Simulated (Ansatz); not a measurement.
Calculated with Ansatz (gas phase, PBE0-D4/def2-TZVP geometries, no zero-point term in ΔE). CBS: MP2 limit from def2 TZ/QZ plus the TZ coupled-cluster correction, frozen cores. This one scheme is used for every species. Functionals use def2-TZVPP. B3LYP here is the variant with VWN-RPA as its local correlation; programs differ in this. Each species was taken in one conformer, which may not be the lowest.

Consider the ligand exchange at the Si–N bond: `O[SiH2]N[SiH](O)O` + `O[SiH]1C=C1` → `O[SiH2]O[SiH]1C=C1` + `N[SiH](O)O`.

```json
{"level": "PBE0-D4", "ΔE (kJ/mol)": "-36.5", "difference from CCSD(T)/CBS": "5.5"}
{"level": "B3LYP-D4", "ΔE (kJ/mol)": "-42.2", "difference from CCSD(T)/CBS": "-0.2"}
{"level": "ωB97M-V", "ΔE (kJ/mol)": "-38.4", "difference from CCSD(T)/CBS": "3.6"}
{"level": "PBE", "ΔE (kJ/mol)": "-36.6", "difference from CCSD(T)/CBS": "5.4"}
{"level": "PBE0", "ΔE (kJ/mol)": "-39.3", "difference from CCSD(T)/CBS": "2.7"}
{"level": "CCSD/def2-TZVPP", "ΔE (kJ/mol)": "-43.9", "difference from CCSD(T)/CBS": "-1.9"}
{"level": "CCSD(T)/def2-TZVPP", "ΔE (kJ/mol)": "-40.7", "difference from CCSD(T)/CBS": "1.3"}
{"level": "MP2/def2-QZVPP", "ΔE (kJ/mol)": "-41.7", "difference from CCSD(T)/CBS": "0.3"}
{"level": "MP2/CBS(def2)", "ΔE (kJ/mol)": "-41.5", "difference from CCSD(T)/CBS": "0.5"}
{"level": "CCSD/CBS(def2)", "ΔE (kJ/mol)": "-45.2", "difference from CCSD(T)/CBS": "-3.2"}
{"level": "CCSD(T)/CBS", "ΔE (kJ/mol)": "-42.0", "difference from CCSD(T)/CBS": "0"}
```

Largest T1 diagnostic among the species: 0.012.

The D4 term adds +5.6 kJ/mol with B3LYP and +2.9 kJ/mol with PBE0; it sums over pairs of atoms, weighted by their polarisabilities, and B3LYP, whose exchange is more repulsive, gets the larger term. In def2-TZVPP, CCSD(T) changes the Hartree–Fock value by +18.2 kJ/mol (the triples alone add +3.2 kJ/mol) and MP2 by +18.7 kJ/mol.
